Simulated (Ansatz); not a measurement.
[CdCl4]2- (CdCl4²⁻). The state is a singlet with charge -2. Geometry PBE0-D4/def2-SVPD, basis def2-TZVPD, Ansatz.

| run | HOMO (eV) | LUMO (eV) |
| --- | --- | --- |
| A | -0.49 | 6.23 |
| B | 0.13 | 5.66 |
| C | 0.89 | 5.14 |
| D | 0.64 | 5.45 |
| E | 1.17 | 5.35 |
| F | -0.27 | 5.95 |

In the def2 sets Cd takes a core potential; there is no spin–orbit coupling. HSE06 is defined as in plane-wave codes, on full-range PBE exchange. A multiply charged anion in the gas phase is held together partly by the finite basis.

Task: The runs used B97M-V, BLYP, HSE06, LDA (SPW92), PBE0, r2SCAN0. Estimate which is which.

Result: A r2SCAN0 (25 % exact exchange); B HSE06 (range-separated); C LDA (SPW92) (0 % exact exchange); D B97M-V (0 % exact exchange); E BLYP (0 % exact exchange); F PBE0 (25 % exact exchange). Exact exchange lowers occupied and raises empty levels; among semilocal functionals meta-GGAs tend to open the gap a little, and such runs are hard to tell apart. The gap grows from 4.18 eV (BLYP) to 6.72 eV (r2SCAN0). At HSE06-D4/def2-TZVPD, LDA (SPW92)/def2-TZVPD, B97M-V/def2-TZVPD, BLYP-D4/def2-TZVPD the highest occupied level of the charge -2 singlet lies above zero (up to 1.17 eV). By energy differences its removal costs 2.38 eV (vertical, to the charge -1 doublet, at LC-ωPBE (ω = 0.30 bohr⁻¹)/def2-TZVPD).
